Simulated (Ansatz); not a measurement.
Program: Ansatz. Geometries: PBE0-D4/def2-TZVP. ΔE: electronic, gas phase. CCSD(T)/CBS adds triple-zeta CCSD(T) − MP2 to the extrapolated MP2 energy (def2 sets, frozen cores). This one scheme is used for every species. Functionals use def2-TZVPP. B3LYP here is the variant with VWN-RPA as its local correlation; programs differ in this. Open shells (•) are unrestricted, without spin–orbit coupling. Each species was taken in one conformer, which may not be the lowest.

`BB(O)S` → `[BH2]`• + `O[B]S`•  (homolysis of the B–B bond)

```tsv
level	ΔE (kJ/mol)	difference from CCSD(T)/CBS
r2SCAN-D4	401.2	-27.2
PBE0-D4	418.5	-9.9
B3LYP-D4	416.4	-12.0
ωB97X-V	434.0	5.6
ωB97M-V	437.1	8.7
PBE	415.6	-12.8
PBE0	413.8	-14.6
B3LYP	407.7	-20.7
HF/def2-TZVPP	315.3	-113.1
MP2/def2-TZVPP	421.1	-7.3
CCSD/def2-TZVPP	412.5	-15.9
CCSD(T)/def2-TZVPP	419.7	-8.7
HF/def2-QZVPP	314.9	-113.5
HF/CBS(def2)	314.8	-113.6
MP2/CBS(def2)	429.8	1.4
CCSD/CBS(def2)	421.2	-7.2
CCSD(T)/CBS	428.4	0
```

Largest T1 diagnostic among the species: 0.016.

The D4 term adds +8.7 kJ/mol with B3LYP and +4.7 kJ/mol with PBE0; it sums over pairs of atoms, weighted by their polarisabilities, and B3LYP, whose exchange is more repulsive, gets the larger term. In def2-TZVPP, CCSD(T) changes the Hartree–Fock value by +104.4 kJ/mol (the triples alone add +7.2 kJ/mol) and MP2 by +105.8 kJ/mol; breaking electron pairs costs correlation energy, which Hartree–Fock lacks.
